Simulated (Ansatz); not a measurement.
# Four-centre ligand exchange

Start structure (CH₉AsSi, singlet), relaxed at PBE0-D4/def2-TZVP:

```xyz
12
angstrom
Si -1.4571 0.5664 0.1332
C 0.1680 1.4899 0.1839
H -1.6663 -0.0645 -1.1986
H -1.4911 -0.5066 1.1639
H -2.5946 1.4915 0.3901
H 0.3694 -1.9617 -1.0985
As 1.5186 -2.6237 -0.3526
H 0.3221 1.9491 1.1629
H 1.0023 0.8125 -0.0105
H 0.1872 2.2808 -0.5691
H 1.1555 -1.9164 0.9447
H 2.4861 -1.5173 -0.7492
```

The step: CH₆Si ([CH3][SiH3]) + AsH₃ → SiAsH₅ ([SiH3][AsH2]) + CH₄; bonds formed: Si1–As7, C2–H6; bonds broken: Si1–C2, H6–As7. Program: Ansatz 0.2.0. Basis: def2-TZVPP and def2-QZVPP. Cores are frozen in the correlated methods. Filled d shells of the heavier atoms are correlated. The def2 sets are not built for correlating such inner shells, so the correlated values are less sure here. Extrapolation: Hartree–Fock as exp(−7.88 √X), correlation as X^−2.97. Energies below are by CCSD(T) at an estimated basis limit (MP2 extrapolated from triple and quadruple zeta, plus CCSD(T) − MP2 in triple zeta).

(1) What are the electronic barrier and the energy of the step, from the start structure to the end structure? (Judge from chemistry; the value comes from the calculation.)

The T1 diagnostic stays at or below 0.012.

Results:

(1) By the calculation: Barrier 67.49 kcal/mol; step energy -8.48 kcal/mol (downhill); reverse barrier, their difference, 75.97 kcal/mol. Barrier and step energy count from the start structure, the reverse barrier from the end structure.

The saddle point: One imaginary mode of 1176i cm⁻¹.
| pair | start (Å) | saddle (Å) | end (Å) |
| --- | --- | --- | --- |
| Si1–As7 | 4.39 | 2.75 | 2.37 |
| C2–H6 | 3.69 | 1.33 | 1.09 |
| Si1–C2 | 1.87 | 2.16 | 4.33 |
| H6–As7 | 1.52 | 2.07 | 3.59 |

Zero-point energy (harmonic, PBE0-D4): ZPE is 52.50 kcal/mol at the start and 52.00 kcal/mol at the saddle, so the barrier goes from 67.49 to 67.00 kcal/mol.

Labels in which every atom is bracketed show which atoms are joined, not bond orders.

For scale, one of the runs: CCSD(T)/def2-TZVPP, 247 basis functions, launched by `ansatz run in.yaml --threads 4 --pin off --events-out ev --progress --plain --max-ram 9574MiB`. Hardware: 4 CPU threads of an Intel Xeon, shared host. Wall time 2.7 min; peak host memory 4.9 GiB.
